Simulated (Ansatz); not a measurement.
Reactions of CH$_{4}$OS$_{2}$Se (`OC(S)(S)[SeH]`).

Program: Ansatz. Geometries: PBE0-D4/def2-TZVP. ΔE: electronic, gas phase. CCSD(T)/CBS is the MP2 limit (def2-TZVPP, def2-QZVPP) plus CCSD(T) − MP2 in def2-TZVPP, frozen cores. This one scheme is used for every species, atoms too. Open shells (•) are unrestricted, without spin–orbit coupling. Spin–orbit coupling would lower the free atoms: a little for C, O, S; clearly for Se. Bonds to Se are less sure, by a few kJ/mol each and by 10 to 20 or more in all where they break to atoms, as the def2 sets lack core-valence functions. Scalar relativity is left out up to krypton. One conformer a species, not always the lowest.

**Question.** Order these by ΔE at CCSD(T)/CBS, lowest first. (Best estimate.)
A. `OC(S)(S)[SeH]` + H₂ → `OC(S)S` + H₂Se
B. `OC(S)(S)[SeH]` + H₂Se → `[SeH][SeH]` + `OC(S)S`
C. `OC(S)(S)[SeH]` + `C1C[SiH2]1` → `[SeH]C1C[SiH2]1` + `OC(S)S`
D. `OC(S)(S)[SeH]` + H₂O → `OC(O)(S)S` + H₂Se
E. `OC(S)(S)[SeH]` → C• + 4 H• + O• + 2 S• + Se•
F. `OC(S)(S)[SeH]` + `N[SiH2][SiH3]` → `N[SiH]([SiH3])[SeH]` + `OC(S)S`

**Answer.** F (-30.3 kcal/mol), A (-17.3 kcal/mol), B (-12.5 kcal/mol), C (-3.5 kcal/mol), D (+0.9 kcal/mol), E (+670.6 kcal/mol).

Largest T1 diagnostic: 0.012, for `OC(O)(S)S`.
